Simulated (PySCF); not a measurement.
C₃H₇ClOSi.
Numbering: `[CH3:1][O:2]/[CH:3]=[CH:4]\[SiH2:5][Cl:6]` (hydrogens: H7, H8, H9 on C1; H10 on C3; H11 on C4; H12, H13 on Si5)

Level of theory: PySCF 2.14.0, PBE0-D3(BJ)/def2-SVP geometry optimisation, gas phase.

**Question.** List the bond lengths, angles and torsions at this level.

**Answer.** 
```
               bond  length (Å)
              C1–O2       1.405
              O2–C3       1.344
              C3=C4       1.340
             C4–Si5       1.854
            Si5–Cl6       2.079
C1–H7, C1–H8, C1–H9       1.101
             C3–H10       1.100
             C4–H11       1.093
   Si5–H12, Si5–H13       1.491
```

Bonds in one row agree within 0.01 Å and their mean is given. A selection of angles:
```
      angle  degrees
   O2–C1–H7    107.1
   O2–C1–H8    111.5
   H7–C1–H8    108.8
   C1–O2–C3    117.4
   O2–C3–C4    121.1
  O2–C3–H10    115.6
  C4–C3–H10    123.3
  C3–C4–Si5    120.9
  C3–C4–H11    117.9
 Si5–C4–H11    121.2
 C4–Si5–Cl6    107.8
 C4–Si5–H12    112.4
 C4–Si5–H13    112.7
Cl6–Si5–H12    107.4
H12–Si5–H13    108.9
```

Dihedral angles: C1–O2–C3–C4 -176° (antiperiplanar); O2–C3–C4–Si5 1° (synperiplanar); C3–C4–Si5–Cl6 -178° (antiperiplanar). The mirror-image conformer, all signs reversed, is as good.

Of the pairs four or more bonds apart, H8···H10 is among the closest relative to their van der Waals radii: 2.47 Å, 103 % of the sum of Bondi's values. Si5 (chlorine-bound silicon) is tetrahedral (angles from 107.3° to 112.7°). O2 (ether oxygen) is bent (angle 117.4°). The 2 C–O bonds span 1.344 Å (O2–C3, drawn single) to 1.405 Å (C1–O2, drawn single), a spread of 0.061 Å.

Point group: near Cs, missed by 0.24 Å at most; the miss may be what the optimiser left on a soft mode. No PBE0-D3(BJ)/def2-SVP frequencies stand behind this structure, so it isn't proved a minimum. One conformer, not necessarily the lowest.
